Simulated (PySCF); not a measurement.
# How methods differ on the ionisation energy of Pm³⁹⁺

Pm³⁹⁺ [Ar] 3d4 [3d3/2^4, M_J = 0] → Pm⁴⁰⁺ [Ar] 3d3 [3d3/2^3, M_J = 3/2], as a difference of total energies. Calculation: PySCF 2.14, in an even-tempered Gaussian basis (16 s from 8.1 bohr⁻², ratio 2.8; 12 p from 11 bohr⁻², ratio 2.8; 8 d from 11 bohr⁻², ratio 2.8; 3 f from 35 bohr⁻², ratio 3); the two-component X2C-1e Hamiltonian. Correlated levels: [Ne] frozen; the 74 highest virtual spinors dropped. "Screened" scales the spin-orbit matrix elements by Boettger's factors to mimic the two-electron term; Breit and QED terms are absent.

```tsv
method	ionisation energy (eV)
GHF (spin-free)	2882.5
GMP2 (spin-free)	2882.6
GHF (screened spin-orbit)	2892.3
GMP2 (screened spin-orbit)	2893.3
```

Breit and QED terms and the two-electron picture change are absent.

The spin-free rows relax to the high-spin LS determinant and lack the spin-orbit shift.

The labels give the starting determinants; with spin-orbit coupling the two ends relaxed to ⟨J²⟩ = 0.00, ⟨L²⟩ = 2.43, ⟨S²⟩ = 2.43 and ⟨J²⟩ = 3.85, ⟨L²⟩ = 8.26, ⟨S²⟩ = 2.21.

For comparison: 2892 ± 4 eV (theoretical estimate listed by NIST; NIST Atomic Spectra Database, ionization energies).
